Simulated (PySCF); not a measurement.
Species: C3H6FNSi.
Numbering: `[CH2:1]=[N:2]/[CH:3]=[CH:4]\[SiH2:5][F:6]` (hydrogens: H7, H8 on C1; H9 on C3; H10 on C4; H11, H12 on Si5)

Computed by this run: PBE0-D3(BJ)/def2-SVP geometry optimisation, gas phase (PySCF 2.14.0); density fitting, grid level 1; the optimiser is geomeTRIC in internal coordinates, started from a GFN2-xTB structure.

Geometry at step 1:
```
atom  x, y, z in Å
C1      2.0730   -1.0350   -0.5139
N2      0.8728   -0.6710   -0.3180
C3      0.5676    0.6871   -0.2611
C4     -0.7112    1.0337   -0.0568
Si5    -1.9633   -0.3382    0.1263
F6     -3.4045    0.4037    0.3585
H7      2.3179   -2.1046   -0.5592
H8      2.9044   -0.3145   -0.6447
H9      1.3843    1.4192   -0.3846
H10    -0.9884    2.0931   -0.0058
H11    -2.0735   -1.1839   -1.0948
H12    -1.6914   -1.2011    1.3097
```

**Question.** Give the atomic forces at this geometry.

**Answer.** 
| atom | Fx (eV/Å) | Fy (eV/Å) | Fz (eV/Å) |
| --- | --- | --- | --- |
| C1 | 0.056 | -0.003 | -0.009 |
| N2 | 0.006 | -0.007 | -0.008 |
| C3 | 0.044 | 0.010 | 0.000 |
| C4 | -0.058 | 0.118 | -0.001 |
| Si5 | 0.020 | -0.090 | 0.013 |
| F6 | 0.083 | -0.125 | -0.016 |
| H7 | -0.022 | 0.025 | 0.003 |
| H8 | -0.018 | -0.024 | 0.004 |
| H9 | 0.007 | -0.009 | 0.000 |
| H10 | 0.017 | -0.054 | -0.004 |
| H11 | -0.067 | 0.083 | -0.018 |
| H12 | -0.069 | 0.078 | 0.037 |

The largest, 0.15 eV/Å, acts on F6; the rms over all components is 0.048 eV/Å. The forces sum to zero within rounding, as they must for an isolated molecule in no field.

**Question.** Give the force on F6 in Eh/bohr and in nN.

**Answer.** 0.151 eV/Å ÷ 51.422 = 0.00293 Eh/bohr, and 0.151 eV/Å × 1.602 = 0.24 nN.

**Question.** How far is this geometry from the end of the optimisation?

**Answer.** 0.006 eV above it, and 0.032 Å rms away after alignment. The bonds farthest from their final lengths, with half the difference of the two atoms' forces along the bond (positive lengthens):

```
   bond  now (Å)  final (Å)  force along bond (eV/Å)
 C4–Si5    1.866      1.871                    +0.05
 Si5–F6    1.637      1.635                    -0.04
Si5–H12    1.490      1.488                    -0.05
 C4–H10    1.096      1.094                    -0.09
Si5–H11    1.489      1.488                    -0.03
```

The angle farthest from its final value is H11–Si5–H12, 109.6° against 111.9°.

The cost below is that of the whole optimisation. Time: 23 s of wall time; peak memory 0.53 GiB. Hardware: an Arm Neoverse V2 with one thread, shared host with 32 logical CPUs at a one-minute load of 16.
